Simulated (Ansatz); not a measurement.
Gas-phase reaction R1 + R2 → P1 + P2, each structure at its B3LYP-D3(BJ)/def2-TZVP stationary point, reached from a drawn start (curvature not checked).
P1: Cl atom, charge 0, multiplicity 2.
P2: H2O (SMILES O), charge 0, multiplicity 1.
R1: OH (SMILES [OH]), charge 0, multiplicity 2.
R2: HCl (SMILES Cl), charge 0, multiplicity 1.

P less R. No zero-point or thermal terms; singlets are restricted closed shells; open shells are unrestricted; no spin–orbit coupling.

Correlated levels freeze the cores.

The values were computed with Ansatz (Gaussian basis) for Hartree–Fock, density functionals and correlated methods. No computed number here is a measurement.

The comparison value is -0.783 eV (CCSD(T)/cc-pV(Q+d)Z). It is a level with limits of its own, not the exact answer.

Q: Order these levels by how close they come to the comparison value for the reaction energy, closest first: B97M-V/def2-TZVPP, HF/cc-pV(Q+d)Z, CAM-B3LYP/def2-TZVPP, PBE0/def2-TZVPP, B3LYP/def2-TZVPP. Give each level's value less the comparison value.

A: CAM-B3LYP/def2-TZVPP (0.001 eV), B3LYP/def2-TZVPP (0.033 eV), PBE0/def2-TZVPP (0.086 eV), B97M-V/def2-TZVPP (0.187 eV), HF/cc-pV(Q+d)Z (0.340 eV)

Ansatz is a program for electronic structure.
